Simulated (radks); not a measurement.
Correlation energies from several functionals, in hartree. Species: Al2+ [Ne] 3s1; He [He]; Cr [Ar] 3d5 4s1. All-electron calculation, non-relativistic Kohn-Sham, exchange-only LDA, spin-polarised, spherical densities, point nucleus. Program: a radial shooting solver on a logarithmic mesh with Libxc functionals. Every spin shell is full or empty, so the densities are truly spherical. Functionals are evaluated on that one density, not self-consistently.

| functional | Al2+ | He | Cr |
|---|---|---|---|
| PW92 | -0.87597 | -0.11055 | -1.9337 |
| VWN5 | -0.88048 | -0.11092 | -1.9434 |
| PZ | -0.87283 | -0.11039 | -1.9238 |
| Wigner | -0.54239 | -0.095166 | -1.1068 |
| PBE | -0.39128 | -0.040776 | -0.98016 |
| PBEsol | -0.46330 | -0.051251 | -1.1327 |
| LYP | -0.44270 | -0.043400 | -1.0059 |
| P86 | -0.43992 | -0.042864 | -1.1137 |
| PW91 | -0.43332 | -0.044591 | -1.0704 |
| AM05 | -0.78982 | -0.096127 | -1.7719 |
| OP (B88) | -0.43103 | -0.050542 | -0.96513 |
| revTPSS | -0.40267 | -0.045208 | -0.99888 |
| SCAN | -0.38962 | -0.037539 | -0.99025 |
| Tao-Mo | -0.35349 | -0.028407 | -0.92077 |
